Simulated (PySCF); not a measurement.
## Assignment exercise: C7H12NOP

Structure with atom numbers: `[CH3:1][CH2:2][c:3]1[cH:4][p:5][c:6]([N:7]([CH3:8])[CH3:9])[o:10]1`. Hydrogens are named by the atom that carries them.

Level of theory: GFN2-xTB structure, NMR shieldings at PBE0/pcSseg-1/GIAO, in PySCF 2.14 (equivalent nuclei averaged, one computed conformer, non-relativistic Hamiltonian, no solvent model).

Chemical shifts δ = σref − σ; $^{13}$C (σ = 186.93 ppm) and $^{1}$H (σ = 31.72 ppm) against TMS, all at this level.

Question: Assign these signals to the numbered atoms. $^{13}$C{$^{1}$H} NMR (computed): δ 204.4 (C), 158.5 (C), 119.8 (CH), 39.8 (CH3), 26.8 (CH2), 11.7 (CH3).

Answer: 
```tsv
δ (ppm)	atoms	environment	reason
204.4	C6	aromatic carbon bearing nitrogen	an ipso carbon deshielded by its heteroatom
158.5	C3	substituted aromatic carbon next to the ring oxygen	–
119.8	C4	aromatic CH	–
39.8	C8/C9	methyl carbon bonded to N	deshielded by the electronegative neighbour
26.8	C2	sp3 CH2 on an aromatic ring	a saturated carbon with 2 carbon neighbours and no heteroatom attached
11.7	C1	methyl carbon	aliphatic region, no heteroatom directly attached
```

Question: Assign these signals to the numbered atoms. $^{1}$H NMR (400 MHz, computed): δ 6.37 (m, 1H), 3.00 (s, 6H), 2.72 (q, 2H), 1.31 (t, 3H).

Answer: 
6.37 → H(C4), hydrogen on an aromatic CH: the ring current deshields protons in the ring plane
3.00 → H(C8)/H(C9), hydrogen on a methyl carbon bonded to N: its carbon carries N, which withdraws density
2.72 → H(C2), hydrogen on an sp3 CH2 on an aromatic ring: benzylic-type position, deshielded by the ring
1.31 → H(C1), hydrogen on a methyl carbon

Splittings by $^{31}$P in the carbon and heteronuclear signals aren't shown, as no couplings were computed. Shifts are as computed. Against solution values, carbons near 30 ppm lie about +3 ppm off and those near 130 ppm about +5 ppm. Of 1211 compounds with measured shifts, 218 miss one by over three times the rms of a fit or turn the order of signals round; such compounds aren't used in these exercises. Multiplicities follow the n + 1 count of equivalent neighbours, as no J values were calculated; m marks all less simple cases, F and P coupling included.
